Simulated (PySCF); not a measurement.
Isomers of C6H11BO2.

All values: PBE0/pcSseg-1 (PySCF) at PBE0-D3(BJ)/def2-SVP geometries, gas phase, one conformer each.

(1) Rank by HOMO–LUMO gap, lowest first.
A. `[CH3:1][CH:2]([CH3:3])[C:4]1=[O+:5][BH2-:6][O:7][CH:8]=[CH:9]1` with C1–C2–C4–O5 134°, C4–O5–B6–O7 -39°, O5–B6–O7–C8 39°, B6–O7–C8–C9 -15°, C2–C4–C9–C8 -160°
B. `[CH3:1][C:2]([CH3:3])([CH3:4])[C:5]#[C:6][B:7]([OH:8])[OH:9]` with C6–B7–O8–H 180°, C6–B7–O9–H 180°
C. `[CH2:1]=[CH:2][CH2:3][CH:4]1[CH2:5][O:6][BH:7][O:8][CH2:9]1` with C1–C2–C3–C4 114°, C2–C3–C4–C5 -176°, C3–C4–C5–O6 -176°, C4–C5–O6–B7 27°, C5–O6–B7–O8 0°, O6–B7–O8–C9 -1°
D. `[CH2:1]=[C:2]([CH3:3])[CH:4]1[CH2:5][O:6][BH:7][O:8][CH2:9]1` with C1–C2–C4–C5 8°, C2–C4–C5–O6 180°, C4–C5–O6–B7 31°, C5–O6–B7–O8 -1°, O6–B7–O8–C9 -2°

(2) Rank by the lowest IAO charge on any atom, lowest value first.
A. `[CH2:1]=[CH:2][CH2:3][CH:4]1[CH2:5][O:6][BH:7][O:8][CH2:9]1` with C1–C2–C3–C4 114°, C2–C3–C4–C5 -176°, C3–C4–C5–O6 -176°, C4–C5–O6–B7 27°, C5–O6–B7–O8 0°, O6–B7–O8–C9 -1°
B. `[CH2:1]=[C:2]([CH3:3])[CH:4]1[CH2:5][O:6][BH:7][O:8][CH2:9]1` with C1–C2–C4–C5 8°, C2–C4–C5–O6 180°, C4–C5–O6–B7 31°, C5–O6–B7–O8 -1°, O6–B7–O8–C9 -2°
C. `[CH3:1][C:2]([CH3:3])([CH3:4])[C:5]#[C:6][B:7]([OH:8])[OH:9]` with C6–B7–O8–H 180°, C6–B7–O9–H 180°

(3) Rank by dipole moment, highest first.
A. `[CH3:1][C:2]([CH3:3])([CH3:4])[C:5]#[C:6][B:7]([OH:8])[OH:9]` with C6–B7–O8–H 180°, C6–B7–O9–H 180°
B. `[CH2:1]=[CH:2][CH2:3][C@@H:4]1[CH2:5][CH2:6][O:7][BH:8][O:9]1` with C1–C2–C3–C4 -107°, C2–C3–C4–C5 -61°, C3–C4–C5–C6 -173°, C4–C5–C6–O7 52°, C5–C6–O7–B8 -26°, C6–O7–B8–O9 -1°
C. `[CH3:1][CH:2]([CH3:3])[C:4]1=[O+:5][BH2-:6][O:7][CH:8]=[CH:9]1` with C1–C2–C4–O5 134°, C4–O5–B6–O7 -39°, O5–B6–O7–C8 39°, B6–O7–C8–C9 -15°, C2–C4–C9–C8 -160°

## Answers

(1) A (4.94 eV), B (7.37 eV), D (7.53 eV), C (7.75 eV).

(2) C (-0.538 e), B (-0.416 e), A (-0.400 e).

(3) C (5.20 D), B (2.99 D), A (1.58 D).

All values together:

```json
{"SMILES": "CC(C)C1=[O+][BH2-]OC=C1", "μ (D)": "5.20", "HOMO (eV)": "-7.02", "LUMO (eV)": "-2.08", "lowest IAO charge (e)": "-0.409 (C)", "highest IAO charge (e)": "+0.360 (C)", "lowest Hirshfeld charge (e)": "-0.115 (C)", "highest Hirshfeld charge (e)": "+0.171 (C)"}
{"SMILES": "C=CCC1COBOC1", "μ (D)": "3.08", "HOMO (eV)": "-7.77", "LUMO (eV)": "-0.02", "lowest IAO charge (e)": "-0.400 (O)", "highest IAO charge (e)": "+0.352 (B)", "lowest Hirshfeld charge (e)": "-0.181 (O)", "highest Hirshfeld charge (e)": "+0.204 (B)"}
{"SMILES": "CC(C)(C)C#CB(O)O", "μ (D)": "1.58", "HOMO (eV)": "-7.36", "LUMO (eV)": "0.02", "lowest IAO charge (e)": "-0.538 (O)", "highest IAO charge (e)": "+0.484 (B)", "lowest Hirshfeld charge (e)": "-0.256 (O)", "highest Hirshfeld charge (e)": "+0.244 (B)"}
{"SMILES": "C=CC[C@@H]1CCOBO1", "μ (D)": "2.99", "HOMO (eV)": "-7.69", "LUMO (eV)": "0.01", "lowest IAO charge (e)": "-0.409 (O)", "highest IAO charge (e)": "+0.351 (B)", "lowest Hirshfeld charge (e)": "-0.182 (O)", "highest Hirshfeld charge (e)": "+0.203 (B)"}
{"SMILES": "C=C(C)C1COBOC1", "μ (D)": "3.11", "HOMO (eV)": "-7.53", "LUMO (eV)": "0.00", "lowest IAO charge (e)": "-0.416 (C)", "highest IAO charge (e)": "+0.351 (B)", "lowest Hirshfeld charge (e)": "-0.181 (O)", "highest Hirshfeld charge (e)": "+0.204 (B)"}
```

Conformers: `[CH3:1][CH:2]([CH3:3])[C:4]1=[O+:5][BH2-:6][O:7][CH:8]=[CH:9]1` with C1–C2–C4–O5 134°, C4–O5–B6–O7 -39°, O5–B6–O7–C8 39°, B6–O7–C8–C9 -15°, C2–C4–C9–C8 -160°; `[CH2:1]=[CH:2][CH2:3][CH:4]1[CH2:5][O:6][BH:7][O:8][CH2:9]1` with C1–C2–C3–C4 114°, C2–C3–C4–C5 -176°, C3–C4–C5–O6 -176°, C4–C5–O6–B7 27°, C5–O6–B7–O8 0°, O6–B7–O8–C9 -1°; `[CH3:1][C:2]([CH3:3])([CH3:4])[C:5]#[C:6][B:7]([OH:8])[OH:9]` with C6–B7–O8–H 180°, C6–B7–O9–H 180°; `[CH2:1]=[CH:2][CH2:3][C@@H:4]1[CH2:5][CH2:6][O:7][BH:8][O:9]1` with C1–C2–C3–C4 -107°, C2–C3–C4–C5 -61°, C3–C4–C5–C6 -173°, C4–C5–C6–O7 52°, C5–C6–O7–B8 -26°, C6–O7–B8–O9 -1°; `[CH2:1]=[C:2]([CH3:3])[CH:4]1[CH2:5][O:6][BH:7][O:8][CH2:9]1` with C1–C2–C4–C5 8°, C2–C4–C5–O6 180°, C4–C5–O6–B7 31°, C5–O6–B7–O8 -1°, O6–B7–O8–C9 -2°.
